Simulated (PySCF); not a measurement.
C4H3ClOS.
Z-matrix (Å and degrees, PBE0-D3(BJ)/def2-SVP geometry), rows numbered from 1:
```
O 
C   1  1.3417
C   2  1.3673  1  125.72
C   3  1.4264  2  112.52  1   179.88
C   4  1.3643  3  112.89  2    -0.02
Cl  5  1.7111  4  128.17  3   179.91
S   5  1.7400  4  111.91  3     0.01
H   1  0.9626  2  110.98  3   179.39
H   3  1.0895  2  122.52  1    -0.16
H   4  1.0899  3  124.53  2   179.95
```

The calculation used PySCF, PBE0-D3(BJ)/def2-SVP geometry optimisation, gas phase.

Masses are those of the commonest isotopes; rigid-rotor values at the optimised geometry. The values belong to one conformer with, in the numbering `[OH:1][c:2]1[cH:3][cH:4][c:5]([Cl:6])[s:7]1`, H–O1–C2–C3 179°.

Q: Give the principal moments of inertia and the rotational constants in MHz.

A: Ia = 99.24, Ib = 432.07, Ic = 531.30 u·Å²; 505379 MHz·u·Å²/I gives A = 5093, B = 1170, C = 951.2 MHz.

Q: What kind of rotor is it?

A: An asymmetric top; Ray's κ = -0.894.

Q: What does the inertial defect say?

A: Planar: Δ = Ic − Ia − Ib = 0.00 u·Å². For a rigid frame Δ = −2 Σ m c², so it vanishes when all atoms lie in the ab plane; here none is more than 0.01 Å from it.

Q: Which types of transition are allowed, and where do some lines up to J = 5 fall?

A: The dipole components are |μa| = 1.24 D, |μb| = 0.76 D, |μc| = 0.00 D; the mirror of this Cs structure is the ab plane, so μc vanishes by symmetry (the 0.02 D computed is a residue) and there are no c-type lines. Intensities carry the squares of the components, which stand as 1.00 : 0.37 (a : b). Some of the stronger lines:

```csv
type,branch,"J(Ka,Kc)",MHz,lower level (cm⁻¹)
a,Q,"2(1,1) ← 2(1,2)",655,0.336
a,R,"2(1,2) ← 1(1,1)",4023,0.202
a,R,"2(0,2) ← 1(0,1)",4233,0.071
b,R,"4(0,4) ← 3(1,3)",4980,0.537
a,R,"3(1,3) ← 2(1,2)",6030,0.336
b,R,"1(1,1) ← 0(0,0)",6044,0.000
a,R,"4(1,4) ← 3(1,3)",8029,0.537
a,R,"5(3,3) ← 4(3,2)",10633,1.919
a,R,"5(2,3) ← 4(2,2)",10758,1.250
b,R,"2(2,0) ← 1(1,1)",16456,0.202
b,Q,"3(3,1) ← 3(2,2)",20166,0.962
b,Q,"5(5,1) ← 5(4,2)",36270,3.214
b,R,"4(4,1) ← 3(3,0)",36709,1.635
```

Q: Estimate the classical rotational partition function at 25 K, 100 K and 500 K.

A: Point group Cs, symmetry number σ = 1; q = (√π/σ)·√((kT/h)³/(ABC)), k/h = 20836.6 MHz/K: 8850 at 25 K, 70800 at 100 K, 792000 at 500 K.

Stationary, but not proved a minimum. These are rigid-rotor constants of the computed structure; measured ground-state constants (B0) also hold zero-point vibration. Quadrupole hyperfine structure (35Cl) is left out.

On one thread of an Arm Neoverse V2 (shared host), this took 17 s of wall time and 0.53 GiB of memory at its peak. That covers the optimisation of the geometry.
